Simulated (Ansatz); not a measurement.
One change: `[CH3][Ge]([CH3])([F])[Cl]` becomes `C[Se][Ge]([CH3])([F])[Cl]`.

Ansatz, PBE0-D4/def2-TZVP geometries, multiplicity 1. Each molecule was computed in one conformer, which needn't be the lowest.

Scalar relativity is left out up to krypton.

```tsv
property	`[CH3][Ge]([CH3])([F])[Cl]`
HOMO energy (ωB97M-V/def2-TZVPP) / eV	-10.83
HOMO–LUMO gap (PBE/def2-TZVPP) / eV	6.73
LUMO energy (ωB97M-V/def2-TZVPP) / eV	2.11
HOMO–LUMO gap (B3LYP/def2-TZVPP) / eV	8.48
LUMO energy (B3LYP/def2-TZVPP) / eV	0.12
LUMO energy (PBE0/def2-TZVPP) / eV	0.47
```

Problem. Give the same properties after the change, and the shifts. (Estimate.)

Solution. Computed: 
| property | `C[Se][Ge]([CH3])([F])[Cl]` | shift |
| --- | --- | --- |
| HOMO energy (ωB97M-V/def2-TZVPP) / eV | -9.18 | 1.65 |
| HOMO–LUMO gap (PBE/def2-TZVPP) / eV | 4.13 | -2.60 |
| LUMO energy (ωB97M-V/def2-TZVPP) / eV | 1.04 | -1.07 |
| HOMO–LUMO gap (B3LYP/def2-TZVPP) / eV | 5.68 | -2.80 |
| LUMO energy (B3LYP/def2-TZVPP) / eV | -1.09 | -1.21 |
| LUMO energy (PBE0/def2-TZVPP) / eV | -0.83 | -1.30 |

With PBE0 the HOMO rises by 1.60 eV and the LUMO falls by 1.30 eV, so the gap narrows by about 2.90 eV. PBE moves the HOMO by 1.42 eV and ωB97M-V by 1.65 eV.

B3LYP here is the variant with VWN-RPA as its local correlation; programs differ in this.

Spin–orbit coupling is left out; it splits and shifts lone-pair levels of the heavy atoms by tenths of an eV.
